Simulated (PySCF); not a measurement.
Which functional comes closest?

Molecule: `CCCCNC(C)=O`, C$_{6}$H$_{13}$NO.

Geometry (Å), atoms numbered from 1 in this order:
```xyz
21

C    -2.8624   -0.8458    0.0862
C    -1.4740   -0.3173    0.4069
C    -1.1720    1.0207   -0.2527
C     0.2263    1.5508    0.0431
N     1.2812    0.6937   -0.4402
C     2.0901   -0.0201    0.3950
C     3.0806   -0.9237   -0.3076
O     2.0157    0.0540    1.6054
H    -2.9949   -0.9932   -0.9982
H    -3.6458   -0.1458    0.4195
H    -3.0509   -1.8122    0.5779
H    -0.7144   -1.0525    0.0903
H    -1.3486   -0.2171    1.4985
H    -1.3112    0.9338   -1.3471
H    -1.9045    1.7767    0.0810
H     0.3819    1.6289    1.1295
H     0.3451    2.5628   -0.3810
H     1.3733    0.5562   -1.4381
H     3.7925   -1.3057    0.4329
H     3.6247   -0.3898   -1.1015
H     2.5570   -1.7759   -0.7689
```

Geometry PBE0-D3(BJ)/def2-SVP throughout; GIAO in PySCF 2.14, gas phase, one conformer, non-relativistic; equivalent atoms averaged; basis pcSseg-1.

Reference values (measured; solution, not stated per compound (mostly CDCl3 or CCl4); Pretsch, Buehlmann, Badertscher, Structure Determination of Organic Compounds, 4th ed. (2009)): δ(H16/H17) = 3.21 ppm, δ(H14/H15) = 1.49 ppm, δ(H12/H13) = 1.35 ppm, δ(H9/H10/H11) = 0.92 ppm. Computed shifts are taken against TMS, calculated as an isolated molecule at each level.

Question: How do the functionals HF, PBE, BLYP, BP86, B97-D, PBE0, mPW1PW91, WP04 perform against the reference? Times are CPU seconds on shared hosts with different chips, so compare them loosely; the GGAs took longer than the global hybrids here, which isn't the general rule, and the cause wasn't traced.

Answer: 
```csv
functional,kind,H16/H17,H14/H15,H12/H13,H9/H10/H11,mean abs. error H,core-s
HF,Hartree–Fock,3.24,0.92,1.08,0.99,0.24,14
PBE,GGA,3.45,1.16,1.31,0.96,0.16,38
BLYP,GGA,3.45,1.18,1.34,0.99,0.16,41
BP86,GGA,3.45,1.16,1.31,0.97,0.17,38
B97-D,GGA,3.45,1.17,1.33,0.99,0.16,45
PBE0,global hybrid,3.37,1.08,1.23,0.95,0.18,33
mPW1PW91,global hybrid,3.36,1.07,1.22,0.95,0.18,28
WP04,global hybrid,3.29,1.07,1.21,0.92,0.16,29
```

For ¹H the closest is BLYP (0.16 ppm, with WP04, PBE, B97-D, BP86, PBE0, mPW1PW91 practically level) and the furthest HF (0.24 ppm). One molecule is a small sample, and vibrational and solvent effects are absent from the calculation.
